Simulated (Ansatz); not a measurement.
CH6ClNOSi, SMILES `C[Si](N)(O)Cl`, one more setting.

```yaml
crystal:
  periodic: [false, false, false]
  atoms:
    - {symbol: C, position_ang: [-1.604664, 0.219071, -0.255782]}
    - {symbol: Si, position_ang: [0.354626, -0.028165, 0.145109]}
    - {symbol: N, position_ang: [1.218577, -0.885285, -0.975769]}
    - {symbol: O, position_ang: [0.771540, -0.548451, 1.658986]}
    - {symbol: Cl, position_ang: [0.942564, 2.094725, 0.181826]}
    - {symbol: H, position_ang: [-1.663917, 0.356561, -1.210451]}
    - {symbol: H, position_ang: [-1.994700, 0.740052, 0.344242]}
    - {symbol: H, position_ang: [-1.808570, -0.888003, -0.131874]}
    - {symbol: H, position_ang: [2.217981, -1.064580, -0.833759]}
    - {symbol: H, position_ang: [0.980548, -0.699125, -1.713241]}
    - {symbol: H, position_ang: [0.959755, 0.248791, 2.531093]}
basis:
  gaussian: {orbitals: cc-pVTZ}
hamiltonian: {xc: {name: RPBE}}
scf: {lower_state_search: light}
output: {forces: true}
```

```sh
$ ansatz run in.yaml --threads 4 --pin off --events-out ev --progress --plain --max-ram 10444MiB
```

It prints (some lines left out):

```
Functional definition: RPBE
1414 factors; their error is unknown
mean field evaluation 1: about -25049.3184 eV, gradient 1.1e2 eV
mean field evaluation 2: about -24995.7802 eV, gradient 1.8e2 eV
mean field evaluation 4: about -25071.3920 eV, gradient 2.1e1 eV
mean field evaluation 8: about -25072.3013 eV, gradient 1.3e-1 eV
mean field evaluation 16: about -25072.2512 eV, gradient 4.4e-3 eV
mean field -25072.25117243 eV, -921.3882360045 hartree, gradient 2.3e-5 eV, S^2 0.000000; 0 other end points of the search recorded, 0 dependent functions left out
reference -25072.25121353 eV, -921.3882375150 hartree; 29, 29 occupied and 213, 213 virtual orbitals, 1414 factors
Total energy: -25072.25121353 eV, -921.3882375150 hartree
Atom 0 at    -1.604664     0.219071    -0.255782 Å, force     8.503888   -11.208388    -2.639989 eV/Å
Atom 1 at     0.354626    -0.028165     0.145109 Å, force    -1.935311     3.520689     1.809775 eV/Å
Atom 2 at     1.218577    -0.885285    -0.975769 Å, force     6.573308    -5.410008    17.367130 eV/Å
Atom 3 at     0.771540    -0.548451     1.658986 Å, force     0.912283     2.646738     4.383732 eV/Å
Atom 4 at     0.942564     2.094725     0.181826 Å, force     0.102698    -0.313767    -0.038179 eV/Å
Atom 5 at    -1.663917     0.356561    -1.210451 Å, force    -0.728728     1.552791    -5.876861 eV/Å
Atom 6 at    -1.994700     0.740052     0.344242 Å, force    -5.765506     7.630297     8.426415 eV/Å
Atom 7 at    -1.808570    -0.888003    -0.131874 Å, force    -0.739589     0.807864     0.181998 eV/Å
Atom 8 at     2.217981    -1.064580    -0.833759 Å, force    -0.583035     0.070541    -0.195882 eV/Å
Atom 9 at     0.980548    -0.699125    -1.713241 Å, force    -5.330836     4.096988   -19.084474 eV/Å
Atom 10 at     0.959755     0.248791     2.531093 Å, force    -1.009174    -3.393745    -4.333666 eV/Å
Dipole moment:     0.009715    -0.326380    -0.089624 e Å
```

It took 2.6 s on 4 threads of an Arm Neoverse V1 on a shared host, with 0.32 GiB of host memory at the peak.
